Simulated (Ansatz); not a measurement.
Pulling on the Al1–H2 bond in AlClH2 (SMILES [AlH2][Cl]) (multiplicity 1 held, fragments rigid). Energies count from the point at 1.569 Å.
Geometry at that point (charge 0, multiplicity 1):
```xyz
4

Al    -0.0049    -0.3511    -1.0144
H     -1.3925    -0.4549    -1.7398
H      1.3762    -0.7220    -1.6606
Cl     0.0047     0.3377     0.9757
```

Signs of static correlation in cc-pV(D+d)Z, with CASSCF(2,2), from Ansatz (a quantum-chemistry and plane-wave program) runs.

```tsv
R (Å)	T1 of restricted CCSD	⟨S²⟩ of UHF	largest double amplitude of restricted CCSD	weight of the CASSCF reference in MRCISD	CASSCF natural occupations
1.255	0.009	0.000	0.035	0.916	1.99 0.01
1.412	0.010	0.000	0.035	0.916	1.98 0.02
1.569	0.010	0.000	0.035	0.916	1.98 0.02
1.726	0.010	0.000	0.040	0.916	1.97 0.03
1.883	0.011	0.000	0.045	0.916	1.96 0.04
2.118	0.013	0.000	0.106	0.916	1.93 0.07
2.354	0.016	0.201	0.165	0.917	1.89 0.11
2.746	___	0.698	0.278	0.917	1.78 0.22
3.139	0.039	0.888	0.417	0.916	1.61 0.39
3.609	___	0.969	0.598	0.916	1.39 0.61
4.237	0.076	0.998	0.798	0.916	1.19 0.81
5.022	0.083	1.005	0.931	0.916	1.07 0.93
```

Question: Complete the blanks.

Answer: 
- 2.746, T1 of restricted CCSD: 0.025
- 3.609, T1 of restricted CCSD: 0.058

Doubts at one or more of the structures used: a restricted determinant that unrestricted orbitals would lower (R-CCSD(T)/cc-pV(D+d)Z); other coupled-cluster roots lie near (R-CCSD(T)/cc-pV(D+d)Z); T1 above 0.05 (R-CCSD(T)/cc-pV(D+d)Z, U-CCSD(T)/cc-pV(D+d)Z); a spin-contaminated determinant (U-CCSD(T)/cc-pV(D+d)Z).
